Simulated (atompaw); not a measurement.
What one change does to a pseudopotential (calcium (Ca), PAW (atompaw))

atompaw 4.2.0.5 input, output lines left out:

```
Ca 20
GGA-PBE scalarrelativistic loggrid 1500 logderivrange -6 5 276
4 4 3 0 0 0
4 0 1.5
4 1 0.5
3 2 0
0 0 0
c
c
v
v
c
v
v
v
2
2.25 1.85 2.15 1.60
n
n
y
1.65
n
custom polynom2 7 10 vanderbiltortho sinc
3 0.5 troulliermartins
1.30
2.25
1.30
2.05
2.25
1.85
```

All-electron outer shells of the reference configuration (PBE, scalar-relativistic, ld1.x):

```tsv
shell	level (eV)	outermost node (bohr)	outermost maximum (bohr)
2s	-415.08	0.10	0.30
2p	-335.45	–	0.25
3s	-47.79	0.45	0.99
3p	-28.70	0.42	1.04
4s	-4.11	1.43	3.38
3d	-2.50	–	1.27
4p	-1.69	1.62	4.34
```

Change: all radii scaled by about 1.27 (s 1.66, p 1.66, d 2.86 bohr); local potential troulliermartins scheme with l = 3 at 0.5 Ry, radius 2.74 bohr; augmentation sinc compensation charge, radius 2.36 bohr; PAW radius 2.86 bohr; waves and projectors: custom polynom2 7 10 vanderbiltortho; core correction smooth core density matched at 2.04 bohr.

Cutoffs: the cutoffs (Ry, on a coarse ladder) from which the occupation-weighted sum of valence levels, in a spherical-Bessel basis at the reference potential, stays within 10 and 1 mRy of its value at 400 Ry; they do not see the model core or the augmentation charge, which bear on the density cutoff.

What does the change do?

The potential gets softer (35 Ry and 200 Ry → 21 Ry and 35 Ry); neither file shows a bound ghost. A larger radius leaves more room for a smooth pseudo-wave, so fewer plane waves are needed.

| quantity | base | changed |
| --- | --- | --- |
| cutoff, loose | 35 Ry | 21 Ry |
| cutoff, tight | 200 Ry | 35 Ry |
| loose cutoff by channel (10 mRy a level) | s 12 Ry, p 21 Ry | s 15 Ry, p 18 Ry |
| bound ghosts | none | none |
| lowest overlap eigenvalue by channel | s 0.57, p 0.55, d 1.00 | s 0.39, p 0.49, d 1.00 |

 The cutoffs see the waves, projectors and local potential, not the compensation charge or the core.
